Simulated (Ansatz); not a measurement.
`CN1C[SiH]1F` at its PBE0-D4/def2-TZVP geometry, where that method's forces vanish. The species carries charge 0 and has multiplicity 1.

```xyz
11

C    -0.1454   -1.1574    1.0709
N     0.1616   -0.0581    0.2168
C    -0.0210   -0.0101   -1.2595
Si    0.2045    1.5169   -0.2837
F     1.5663    2.3388   -0.2305
H    -0.0313   -0.8570    2.1144
H     0.5259   -2.0047    0.8885
H    -1.1761   -1.5085    0.9281
H     0.7841   -0.4540   -1.8487
H    -1.0117   -0.2980   -1.6255
H    -0.8568    2.4921    0.0292
```

What forces (eV/Å) does B3LYP-D4/def2-TZVPP give on these atoms in Ansatz 0.2.0? (Best estimate.)

The calculation gave: 
```
C1  -0.050 -0.200  0.185
N2   0.073  0.108  0.116
C3  -0.040 -0.085 -0.354
Si4 -0.216  0.115  0.046
F5   0.180  0.112  0.008
H6  -0.009 -0.027 -0.041
H7  -0.034  0.024  0.014
H8   0.038  0.000  0.013
H9  -0.063  0.013  0.020
H10  0.062 -0.003  0.009
H11  0.059 -0.057 -0.017
```

B3LYP here is the variant with VWN-RPA as its local correlation; programs differ in this.
